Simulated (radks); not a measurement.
Spherical quantum dot in the effective-mass picture: electrons in a parabolic well V = omega^2 r^2 / 2 with omega = 1.34, with a point charge +1 (a donor) at the centre, all in effective atomic units (hartree* = m*/eps^2 hartree, bohr* = eps/m* bohr), one dielectric constant everywhere. Method: non-relativistic Kohn-Sham, PBE, spin-polarised, spherical densities; computed with a radial shooting solver with Libxc functionals. Levels are named by radial order and angular momentum (1s, 1p, 1d, 2s, ...), and open shells are averaged over m. Results are scaled to m* = 0.267 and eps = 7.7, for which hartree* = 122.5 meV and bohr* = 1.526 nm.

N = 20, configuration 1s2 1p6 1d10 2s2. This is the lowest configuration that the search found. Occupied and some empty levels:

| level | occupation | eigenvalue (meV) | <r> (nm) |
|---|---|---|---|
| 1s | 2 | 1451.5 | 1.814 |
| 1p | 6 | 1557.6 | 2.596 |
| 2s | 2 | 1637.5 | 2.573 |
| 1d | 10 | 1654.0 | 3.013 |
| 1f | 0 | 1757.2 | 3.327 |
| 2p | 0 | 1777.1 | 2.938 |
| 1g | 0 | 1867.6 | 3.592 |

Energy (meV): total 20211.6, kinetic 3155.0, external 6127.3, Hartree 12254, exchange-correlation -1324.5.

Electron density:

| r (nm) | n(r) (e/nm^3) |
|---|---|
| 0.115 | 0.4653 |
| 0.549 | 0.2591 |
| 0.982 | 0.1539 |
| 1.42 | 0.1147 |
| 1.85 | 0.1092 |
| 2.28 | 0.1083 |
| 2.72 | 0.09465 |
| 3.15 | 0.06752 |
| 3.58 | 0.03776 |
| 4.02 | 0.01631 |
| 4.45 | 0.005439 |
| 4.89 | 0.001410 |
| 5.32 | 0.0002813 |
| 5.75 | 0.00004321 |
